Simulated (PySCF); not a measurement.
CHF2, SMILES F[CH]F (connectivity only; charge and spin as stated), charge +1, multiplicity 1. Atoms are numbered in the order given.

```xyz
4

F      0.0000    -1.0575     0.2216
C      0.0000     0.0000    -0.4131
F      0.0000     1.0575     0.2216
H      0.0000     0.0000    -1.5100
```
Charge +1, spin multiplicity 1.

Coordinates come from a B3LYP-D3(BJ)/def2-TZVP optimisation. The multiplicity is an assumed one; other spin states were not compared. The isomer is the one that the SMILES or the coordinates give; other isomers of the formula were not compared.

Calculation: TDA-LC-ωPBE/def2-TZVPD in PySCF 2.14.0.

Vertical excitations. Gas-phase values at a fixed geometry. State labels are in the subgroup C2v.

```
state  symmetry  energy (eV)  λ (nm)      f                                                main pairs
-----  --------  -----------  ------  -----  --------------------------------------------------------
S1           B1         7.78     159  0.008                                            HOMO→LUMO 99 %
S2           A2         8.26     150  0.000                                          HOMO−1→LUMO 99 %
S3           B2        10.70     116  0.152                                          HOMO−2→LUMO 90 %
S4           B1        12.83      97  0.007                                          HOMO−5→LUMO 99 %
S5           A2        12.91      96  0.000                                          HOMO−4→LUMO 99 %
S6           A1        13.30      93  0.063                                          HOMO−3→LUMO 89 %
S7           A1        14.78      84  0.170                        HOMO→LUMO+2 49 %, HOMO→LUMO+1 38 %
S8           B2        15.04      82  0.007  HOMO−1→LUMO+1 39 %, HOMO−1→LUMO+2 30 %, HOMO→LUMO+3 19 %
S9           A2        15.42      80  0.000                    HOMO−2→LUMO+2 46 %, HOMO−2→LUMO+1 41 %
S10          A1        15.50      80  0.070     HOMO→LUMO+1 47 %, HOMO→LUMO+2 41 %, HOMO−1→LUMO+3 7 %
T1           B1         6.87     180      0                                            HOMO→LUMO 98 %
T2           A2         7.86     158      0                                          HOMO−1→LUMO 99 %
T3           B2         7.91     157      0                                          HOMO−2→LUMO 99 %
T4           A1        10.01     124      0                                          HOMO−3→LUMO 98 %
```
Triplets are in the Tamm–Dancoff approximation.
